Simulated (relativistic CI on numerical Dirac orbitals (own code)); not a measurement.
Method of calculation: Dirac-Coulomb-Breit CI, separate exchange-only KLI orbitals for each configuration, model QED, unscaled Slater integrals (own radial code, finite nucleus).

CI space (outside the closed core [Ne]): 3s2 3p6 3d10, 3s2 3p6 3d9 4s, 3s2 3p6 3d9 4p, 3s2 3p6 3d9 4d, 3s2 3p5 3d10 4s, 3s2 3p6 3d9 4f, 3s2 3p5 3d10 4p, 3s2 3p6 3d8 4s2, 3s2 3p6 3d8 4s 4p, 3s2 3p5 3d10 4d, 3s 3p6 3d10 4s, 3s2 3p6 3d9 5s, 3s2 3p6 3d8 4p2, 3s2 3p6 3d8 4s 4d, 3s2 3p6 3d9 5p, 3s2 3p5 3d10 4f, 3s 3p6 3d10 4p, 3s2 3p6 3d9 5d, 3s2 3p6 3d8 4p 4d, 3s2 3p5 3d9 4s2, 3s2 3p6 3d9 5f, 3s2 3p6 3d9 5g, 3s2 3p5 3d9 4s 4p, 3s 3p6 3d10 4d, 3s2 3p6 3d8 4d2, 3s2 3p5 3d9 4p2, 3s2 3p5 3d9 4s 4d, 3s2 3p6 3d9 6s, 3s 3p6 3d9 4s2, 3s2 3p6 3d9 6p, 3s 3p6 3d10 4f, 3s2 3p5 3d10 5s, 3s2 3p6 3d9 6d, 3s2 3p5 3d9 4p 4d, 3s2 3p4 3d10 4s2, 3s2 3p5 3d10 5p. Levels of other configurations are missing.

At this charge energies of transitions that change n are usually good to better than 1 %, and those within a shell (Δn = 0) to a few per cent.

Outline of the computed level scheme of Tb XXXVIII. Lowest level of each configuration: 3s2 3p6 3d10 1S_0 at 0.00 eV; 3s2 3p6 3d9 4s 3D_3 at 1078.81 eV; 3s2 3p6 3d9 4p 3P°_2 at 1154.67 eV; 3s2 3p6 3d9 4d 3S_1 at 1321.97 eV; 3s2 3p5 3d10 4s 3P°_2 at 1435.80 eV; 3s2 3p6 3d9 4f 3P°_0 at 1457.84 eV.

Some strong electric-dipole decays among the lowest 45 levels: 3s2 3p5 3d10 4s 1P°_1 → 3s2 3p6 3d10 1S_0 (1.2e+13 s⁻¹); 3s2 3p6 3d9 4p 1P°_1 → 3s2 3p6 3d10 1S_0 (6.5e+12 s⁻¹); 3s2 3p6 3d9 4p 3D°_1 → 3s2 3p6 3d10 1S_0 (2.6e+12 s⁻¹); 3s2 3p5 3d10 4s 1P°_1 → 3s2 3p6 3d9 4s 1D_2 (1.3e+12 s⁻¹); 3s2 3p5 3d10 4s 3P°_2 → 3s2 3p6 3d9 4s 3D_3 (1.3e+12 s⁻¹); 3s2 3p6 3d9 4p 3D°_1 → 3s2 3p6 3d10 1S_0 (8.0e+11 s⁻¹); 3s2 3p6 3d9 4f 3P°_1 → 3s2 3p6 3d10 1S_0 (4.0e+11 s⁻¹); 3s2 3p6 3d9 4d 3G_4 → 3s2 3p6 3d9 4p 3F°_3 (3.7e+11 s⁻¹).

LS names give the leading component of a level, which can be under half, so a name can repeat, a term be missing and a line seem to break the LS rules.
